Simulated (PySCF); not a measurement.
UHF on Pb³⁺ (lead, charge +3)

Configuration: [Xe] 4f14 5d10 6s1, 2S determinant. Computed with PySCF 2.14 in def2-QZVPPD with the def2 core potential (60 electrons), with a scalar-relativistic core potential.

```
Total energy             : -190.015682 hartree
One-electron energy      : -313.6044 hartree
Hartree (Coulomb) energy : 137.9680 hartree
Exchange energy          : -14.3793 hartree
⟨S²⟩                     : 0.7509
⟨L²⟩                     : 0.000
Sum of ⟨r⟩               : 22.82 bohr
Sum of ⟨r²⟩              : 32.16 bohr²
```

```json
{"shell": "5s α", "electrons": "1", "mean orbital energy (hartree)": "-7.22242", "rms radius, mean of both spins (bohr)": "0.925"}
{"shell": "5s β", "electrons": "1", "mean orbital energy (hartree)": "-7.20745", "rms radius, mean of both spins (bohr)": "0.925"}
{"shell": "5p α", "electrons": "3", "mean orbital energy (hartree)": "-4.90443", "rms radius, mean of both spins (bohr)": "1.05"}
{"shell": "5p β", "electrons": "3", "mean orbital energy (hartree)": "-4.89826", "rms radius, mean of both spins (bohr)": "1.05"}
{"shell": "5d α", "electrons": "5", "mean orbital energy (hartree)": "-2.11705", "rms radius, mean of both spins (bohr)": "1.37"}
{"shell": "5d β", "electrons": "5", "mean orbital energy (hartree)": "-2.10091", "rms radius, mean of both spins (bohr)": "1.37"}
{"shell": "6s α", "electrons": "1", "mean orbital energy (hartree)": "-1.49929", "rms radius, mean of both spins (bohr)": "2.27"}
```

Energies and moments cover only the electrons outside the core potential. Spin-orbit coupling, which splits the p, d and f shells strongly at this Z, is absent.
